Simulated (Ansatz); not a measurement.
CH$_{5}$NOSi (`O[SiH]1CN1`), relaxed with RKS PBE0-D4/def2-TZVP in the Gaussian-basis code of Ansatz from a PBE-D4/def2-SVP geometry. The force threshold is 0.005 eV/Å; the program also tests the step.

The species carries charge 0 and has multiplicity 1.

Start:

```xyz
9

O    -0.824   -1.236   -1.569
Si   -0.274    0.115   -0.755
C    -0.151    0.405    1.078
N     1.067   -0.029    0.309
H    -0.635   -2.075   -1.113
H    -0.478    1.247   -1.702
H    -0.495   -0.304    1.859
H    -0.185    1.456    1.440
H     1.975    0.420    0.452
```

| step | energy (eV) | largest force (eV/Å) | largest move (Å) |
| --- | --- | --- | --- |
| 1 | -12527.2604 | 1.070 | 0.000 |
| 2 | -12527.3191 | 0.599 | 0.027 |
| 3 | -12527.3361 | 0.111 | 0.030 |
| 4 | -12527.3370 | 0.091 | 0.007 |
| 5 | -12527.3385 | 0.040 | 0.029 |
| 6 (rejected) | -12527.3381 | 0.090 | 0.015 |
| 7 | -12527.3387 | 0.010 | 0.007 |
| 8 | -12527.3387 | 0.004 | 0.003 |

End:

```xyz
9

O    -0.815   -1.212   -1.520
Si   -0.254    0.107   -0.741
C    -0.165    0.389    1.058
N     1.071   -0.036    0.302
H    -0.672   -2.058   -1.090
H    -0.422    1.232   -1.677
H    -0.484   -0.321    1.819
H    -0.184    1.417    1.422
H     1.925    0.481    0.427
```

Run time 24 s (2 threads of an Arm Neoverse V2 on a shared host); peak host memory 0.31 GiB.
